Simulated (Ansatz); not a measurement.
Frontier orbitals of CH$_{4}$GeO$_{2}$, SMILES `C[O][Ge][OH]`.

```xyz
8

C     0.8080    0.0202    0.5881
O     0.8732   -0.1602   -0.8026
Ge   -0.5008   -0.2134   -1.9488
O    -1.8952    0.0194   -0.8519
H     1.8232   -0.0008    0.9917
H     0.3616    0.9860    0.8577
H     0.2365   -0.7770    1.0807
H    -1.7065    0.1260    0.0851
```

Total charge 0; spin multiplicity 1. Correlated methods include outer-core shells of Ge, which these sets cover unevenly. Scalar relativity is left out up to krypton. All single points use the PBE0-D4/def2-TZVP geometry. It is one conformer, not always the lowest. Basis def2-TZVPP, Ansatz.

| functional | HOMO (eV) | LUMO (eV) | gap (eV) |
| --- | --- | --- | --- |
| LDA (SPW92) | -6.82 | -2.50 | 4.32 |
| PBE | -6.64 | -2.28 | 4.36 |
| revPBE | -6.57 | -2.20 | 4.37 |
| PBE0 | -7.81 | -1.52 | 6.29 |
| r2SCAN0 | -8.02 | -1.50 | 6.52 |
| ωB97M-V | -10.06 | 0.45 | 10.51 |

What is the vertical ionisation energy at frozen-core CCSD(T)/def2-TZVPP? (Best estimate.)

Computed: 10.20 eV (T1 of the cation 0.023).

From PBE to PBE0 the HOMO moves by −1.18 eV and the LUMO by +0.76 eV, and with ωB97M-V by −3.42 and +2.73 eV, so the gap grows from 4.35 to 10.51 eV with exact exchange. A positive LUMO is unbound and depends on the basis. −ε(HOMO) differs from that ionisation energy by −3.56 eV with PBE and −0.14 eV with ωB97M-V.
